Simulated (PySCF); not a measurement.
**Excitation energy of N+ by level of theory**

N+ [He] 2s2 2p2 (3P) → N+ [He] 2s1 2p3 (5S), as a difference of total energies. All numbers are calculated (PySCF 2.14, the spin-free X2C one-electron Hamiltonian (Gaussian nucleus), in x2c-QZVPPall (7s4p3d2f1g, 57 functions)). Correlated levels: valence: 1s2 frozen; valence and next inner shell: nothing frozen. The calculations carry no spin-orbit coupling.

```tsv
method	excitation energy (eV)
UHF	4.017
LDA	5.701
PBE	5.809
PBE0	5.654
r2SCAN	5.081
LC-wPBE	5.705
B2PLYP	6.259
B3LYP	6.439
B97-3	6.151
ROHF	3.860
MP2 (valence)	5.317
SCS-MP2 (valence)	5.943
MP2 (valence and next inner shell)	5.300
SCS-MP2 (valence and next inner shell)	5.928
```

Errors of the correlated levels include the incompleteness of this basis and the frozen core.

Task: Which method comes closest to the reference value, and which is furthest?

Result: The reference is 5.790 eV (measured; NIST levels, between the centres of gravity of the two terms). Closest: PBE (error 0.019 eV); furthest: ROHF (error -1.930 eV).
